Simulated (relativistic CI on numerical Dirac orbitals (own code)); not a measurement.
## The spin-orbit constant of Mo⁵⁺ from its measured fine structure

Problem. The ground term 2D of Mo⁵⁺ (4s2.4p6.4d) has the measured levels J = 3/2: 0.0, J = 5/2: 2584.3 cm⁻¹ (Sugar and Musgrove, J. Phys. Chem. Ref. Data 17, 155 (1988)). Test the interval rule and estimate ζ(4d).

Working.
1. In LS coupling E(J) − E(J − 1) = AJ. The intervals give A = 1033.7 (J = 5/2) cm⁻¹.
2. A doublet has one interval, so the rule cannot be tested.
3. The whole width divided by the sum of the upper J values gives a mean A = 1033.7 cm⁻¹.
4. For the Hund term of a shell that is less than half full, A = +ζ/2S with 2S = 1, so ζ = 1034 cm⁻¹.

Check. The value calculated from Dirac-Coulomb-Breit radial functions of this configuration is ζ = 978 cm⁻¹, 5 % below the estimate from measurement. The same recipe applied to the calculated levels returns 1000 cm⁻¹, which shows the bias of the recipe itself.
